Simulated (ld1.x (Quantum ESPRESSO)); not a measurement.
Which change was made? (La, TM)

```json
{
 "Element": "La",
 "Generator": "ld1.x (Quantum ESPRESSO) 7.5",
 "Type": "norm-conserving Troullier–Martins (Kleinman–Bylander form)",
 "Functional": "PBEsol",
 "Relativity": "scalar-relativistic",
 "Frozen core": "[Kr] 4d10",
 "Valence charge": "11",
 "Reference configuration": "4f0 5s2 5p6 5d1 6s2 6p0",
 "Partial waves": "5s (bound): rc 2.75 bohr; 5d (bound): rc 2.95 bohr; 4f (bound, empty): rc 1.85 bohr; 5p (bound): rc 2.75 bohr",
 "Local potential": "the p channel",
 "Core correction": "none"
}
```

Occupied shells without a wave of their own: 6s. They enter only through the test configuration that unscreens the potential.

Cutoffs, loose and tight: the cutoffs (Ry, on a coarse ladder) from which the occupation-weighted sum of valence levels, in a spherical-Bessel basis at the reference potential, stays within 10 and 1 mRy of its value at 400 Ry. They do not see the model core or the augmentation charge, which bear on the density cutoff. Test errors are all-electron minus pseudo excitation energies from the reference, over the configurations 4f0 5s2 5p6 5d1 6s1 6p0; 4f0 5s2 5p6 5d1 6s0 6p0; 4f0 5s2 5p6 5d0 6s0 6p0; 4f0 5s2 5p6 5d1.5 6s1.5 6p0; 4f0 5s2 5p6 5d1 6s0 6p1; 4f0 5s2 5p6 5d1 6s1 6p1; 4f0 5s2 5p6 5d0 6s2 6p0; variants that change the core or the reference have their own tests. The largest error is taken over the tests solved by every variant that gives reliable tests at all, those not shown here included: 4f0 5s2 5p6 5d0 6s0 6p0; 4f0 5s2 5p6 5d0 6s2 6p0; 4f0 5s2 5p6 5d1 6s0 6p0; 4f0 5s2 5p6 5d1 6s1 6p0; 4f0 5s2 5p6 5d1.5 6s1.5 6p0.

The base gives: outcome: generated, misses its reference levels by 0.26 eV; cutoff, loose: 15 Ry; cutoff, tight: 25 Ry; bound ghosts: none; largest test error (meV): -1310.

(1) After one change the result is: outcome: generated, misses its reference levels by 0.28 eV; cutoff, loose: 15 Ry; cutoff, tight: 25 Ry; bound ghosts: none; largest test error (meV): -8116 over the solved tests; 1 of 7 tests not solved or not reliable. Which change was it?
A. core [Kr], valence charge 21; reference 4d10 4f0 5s2 5p6 5d1 6s1.5 6p0; waves now 5p (bound): rc 2.50 bohr; 4d (bound): rc 0.90 bohr; 4f (bound): rc 1.20 bohr; 5s (bound): rc 1.75 bohr; local potential the s channel
B. wave 5p (bound): rc 2.75 bohr becomes 5p (bound): rc 4.24 bohr
C. wave 5p (bound): rc 2.75 bohr becomes 5p (bound): rc 3.78 bohr
D. reference 4f0 5s2 5p6 5d1 6s1.75 6p0

Answers

(1) D. The others give: core [Kr], valence charge 21; reference 4d10 4f0 5s2 5p6 5d1 6s1.5 6p0; waves now 5p (bound): rc 2.50 bohr; 4d (bound): rc 0.90 bohr; 4f (bound): rc 1.20 bohr; 5s (bound): rc 1.75 bohr; local potential the s channel → outcome: generated, misses its reference levels by 1.22 eV; cutoff, loose: 160 Ry; cutoff, tight: 300 Ry; bound ghosts: none; largest test error (meV): -505 over the solved tests; 1 of 7 tests not solved or not reliable | wave 5p (bound): rc 2.75 bohr becomes 5p (bound): rc 3.78 bohr → outcome: generated, misses its reference levels by 0.32 eV; cutoff, loose: 12 Ry; cutoff, tight: 25 Ry; bound ghosts: none; largest test error (meV): -1552 | wave 5p (bound): rc 2.75 bohr becomes 5p (bound): rc 4.24 bohr → outcome: generated, misses its reference levels by 0.30 eV; cutoff, loose: 12 Ry; cutoff, tight: 25 Ry; bound ghosts: none; largest test error (meV): -1890.
